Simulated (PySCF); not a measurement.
# Radial density of Br⁺ (bromine, charge +1)

UHF, [Ar] 3d10 4s2 4p4, high-spin 3P determinant. All numbers are calculated (PySCF 2.14, scalar relativity by spin-free X2C-1e, in x2c-TZVPall (6s5p4d1f, 48 functions)).

| r (bohr) | 4πr²ρ (e/bohr) | 4πr²(ρα − ρβ) |
| --- | --- | --- |
| 0.000643 | 0.2715 | 0.0000 |
| 0.00108 | 0.6663 | 0.0000 |
| 0.00182 | 1.630 | 0.0000 |
| 0.00306 | 3.879 | 0.0000 |
| 0.00515 | 8.715 | 0.0000 |
| 0.00866 | 17.87 | 0.0001 |
| 0.0146 | 31.40 | 0.0011 |
| 0.0245 | 42.55 | 0.0063 |
| 0.0412 | 40.38 | 0.0273 |
| 0.0693 | 35.97 | 0.0746 |
| 0.117 | 50.03 | 0.0834 |
| 0.196 | 39.71 | -0.0148 |
| 0.330 | 29.61 | 0.1528 |
| 0.555 | 31.32 | 0.0878 |
| 0.934 | 8.707 | 0.2840 |
| 1.57 | 4.307 | 1.2870 |
| 2.64 | 1.358 | 0.5162 |
| 4.44 | 0.05952 | 0.0204 |
| 7.47 | 0.0001012 | 0.0000 |

Densities and radii are taken from the X2C orbitals without a picture-change correction, which distorts them close to the nucleus.

Problem. Where is the radial spin density 4πr²(ρα − ρβ) most negative, and why is it negative at all?

Solution. Around r = 0.196 bohr, down to -0.0148 e/bohr: exchange with the open shell polarises the paired shells in an unrestricted calculation.
